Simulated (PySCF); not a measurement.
# Simulated absorption spectrum

Species: C3H9NO2Si.
Geometry (GFN2-xTB, Å), atoms numbered from 1 in this order:
```
atom  x, y, z in Å
C1     1.946   -1.109   -0.115
Si2    0.574    0.184   -0.202
N3     1.209    1.611   -0.913
O4    -0.766   -0.222   -1.068
C5    -1.882   -0.417   -0.256
C6    -1.578    0.179    1.138
O7    -0.196    0.324    1.256
H8     1.589   -2.068    0.245
H9     2.382   -1.257   -1.095
H10    2.735   -0.777    0.550
H11    2.165    1.871   -0.756
H12    0.630    2.416   -1.082
H13   -2.744    0.072   -0.717
H14   -2.085   -1.490   -0.177
H15   -1.939   -0.473    1.937
H16   -2.046    1.164    1.244
```

Computed, not measured: TDDFT PBE0/def2-SVPD, vertical, gas phase, core orbitals frozen in the response in PySCF 2.14.0, density-fitted response routines.

Each state is given a Gaussian of 0.3 eV full width at half maximum, with ε(max) = 2.175×10⁸ f / Δν̃ (Δν̃ the width in cm⁻¹). The width is an assumption, not a result. The curve ends short of the highest state used, and states not computed would add to its high-energy end.

E (eV), ε (L mol⁻¹ cm⁻¹) and a bar:
```
     6.10          4 
     6.15         14 
     6.19         36 
     6.23         83 #
     6.27        176 ##
     6.32        391 ######
     6.36        662 #########
     6.40       1017 ###############
     6.44       1415 ####################
     6.49       1862 ###########################
     6.53       2076 ##############################
     6.57       2097 ##############################
     6.62       1850 ##########################
     6.66       1501 #####################
     6.70       1110 ################
     6.74        762 ###########
     6.79        469 #######
     6.83        376 #####
     6.87        407 ######
     6.91        543 ########
     6.96        807 ############
     7.00       1034 ###############
     7.04       1212 #################
     7.08       1294 ##################
     7.13       1242 ##################
     7.17       1110 ################
     7.21        967 ##############
     7.25        888 #############
     7.30        972 ##############
     7.34       1208 #################
```

Problem. Locate the maxima and give the states behind the curve.

Solution. 189 nm (6.55 eV), ε about 2100, made up of S1 (100%); 175 nm (7.09 eV), ε about 1300, made up of S2 (99%) (ε in L mol⁻¹ cm⁻¹; maxima over ε = 5, shares over 10%). At its high-energy end, 7.34 eV, the curve is still rising (ε about 1200, from S2, S3 and S4). The states used: S1 6.55 eV (f 0.024); S2 7.08 eV (f 0.014); S3 7.45 eV (f 0.0040); S4 7.52 eV (f 0.023); S5 7.77 eV (f 0.013); S6 7.94 eV (f 0.016).

Problem. What would ε be at 6.55 eV, the highest of these maxima, with half the width (0.15 eV)?

Solution. About 4220 L mol⁻¹ cm⁻¹ against 2110, a factor of about 2.00; a lone state at its own centre would give exactly 2.

Problem. Coming from long wavelengths, where does ε first pass 100 L mol⁻¹ cm⁻¹?

Solution. At about 199 nm (6.24 eV), 0.31 eV below S1.

Problem. On this curve, what absorbance would a 10⁻⁴ mol/L sample give at 193 nm over a 1 cm path?

Solution. 193 nm is 6.424 eV, where ε is about 1300 L mol⁻¹ cm⁻¹, so A = ε c l ≈ 0.13 (Beer–Lambert, with the gas-phase spectrum and the assumed width).

One conformer stands for the species.

Without π bonds the low states may be Rydberg-like; a valence basis with one diffuse set may place them up to an eV too high.
